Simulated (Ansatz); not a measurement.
Relaxation of BeH2⁺ with UKS PBE-D4/def2-TZVP.

```sh
$ ansatz run in.yaml --threads 4 --pin off --events-out ev --progress --plain --max-ram 3916MiB
```

```yaml
crystal:
  periodic: [false, false, false]
  atoms:
    - {symbol: Be, position_ang: [0.000042, 0.000022, -0.000003]}
    - {symbol: H, position_ang: [-0.019535, -0.024151, 1.341948]}
    - {symbol: H, position_ang: [0.019503, 0.024130, -1.341956]}
basis:
  gaussian: {orbitals: def2-TZVP}
total_charge: 1
magnetization: {spin_polarized: true, initial_magnetization: 1}
hamiltonian: {xc: pbe, dispersion: d4}
scf: {omitted_lower_state_checks: [starts]}
output: {orbitals: {seedname: orbitals}}
relax: {f_tol: 0.02, max_steps: 100}
```

Hardware: 4 threads of Intel Xeon on a shared host. Wall time 7.5 s.

Positions (Å) and forces (eV/Å) at steps 1, 2, 4, 7, 9, 10, 11, 12, 13, 14, 15, 16 of 16:

```xyz
3
step=1 energy=-420.0050 eV
Be    0.000    0.000    0.000    0.000    0.000    0.000
H    -0.020   -0.024    1.342   -0.025   -0.031    1.713
H     0.020    0.024   -1.342    0.025    0.031   -1.713
3
step=2 energy=-420.1953 eV
Be    0.000    0.000    0.000    0.000    0.000    0.000
H    -0.021   -0.026    1.429   -0.008   -0.010    0.545
H     0.021    0.026   -1.429    0.008    0.010   -0.545
3
step=4 energy=-420.2235 eV
Be    0.000    0.000    0.000    0.000    0.000    0.000
H    -0.022   -0.027    1.482    0.000    0.000    0.000
H     0.022    0.027   -1.482    0.000    0.000    0.000
3
step=7 energy=-420.2259 eV
Be    0.104    0.058    0.003    0.032    0.018    0.001
H    -0.073   -0.056    1.465   -0.016   -0.009    0.027
H    -0.031   -0.003   -1.468   -0.016   -0.009   -0.027
3
step=9 energy=-420.2359 eV
Be    0.268    0.150    0.007   -0.072   -0.040   -0.002
H    -0.155   -0.101    1.422    0.039    0.024   -0.231
H    -0.113   -0.049   -1.429    0.032    0.016    0.232
3
step=10 energy=-420.2429 eV
Be    0.293    0.164    0.007   -0.042   -0.024   -0.001
H    -0.167   -0.107    1.398    0.024    0.015   -0.179
H    -0.126   -0.057   -1.405    0.018    0.009    0.180
3
step=11 energy=-420.2622 eV
Be    0.465    0.261    0.011   -0.336   -0.188   -0.008
H    -0.251   -0.153    1.261    0.173    0.101   -0.356
H    -0.214   -0.108   -1.273    0.163    0.088    0.364
3
step=12 energy=-420.2776 eV
Be    0.485    0.272    0.012   -0.244   -0.137   -0.006
H    -0.261   -0.158    1.218    0.126    0.073   -0.263
H    -0.225   -0.114   -1.230    0.118    0.064    0.269
3
step=13 energy=-420.2893 eV
Be    0.504    0.282    0.012   -0.142   -0.079   -0.003
H    -0.269   -0.162    1.175    0.073    0.043   -0.174
H    -0.235   -0.120   -1.188    0.068    0.037    0.177
3
step=14 energy=-420.2904 eV
Be    0.506    0.284    0.012   -0.132   -0.074   -0.003
H    -0.270   -0.163    1.170    0.068    0.040   -0.165
H    -0.236   -0.121   -1.183    0.063    0.034    0.168
3
step=15 energy=-420.2963 eV
Be    0.621    0.348    0.015   -0.471   -0.264   -0.012
H    -0.325   -0.192    0.986    0.238    0.135   -0.187
H    -0.296   -0.156   -1.001    0.233    0.128    0.198
3
step=16 energy=-420.3085 eV
Be    0.590    0.331    0.015    0.008    0.004    0.000
H    -0.310   -0.183    0.996   -0.004   -0.002   -0.001
H    -0.281   -0.147   -1.010   -0.004   -0.002    0.000
```
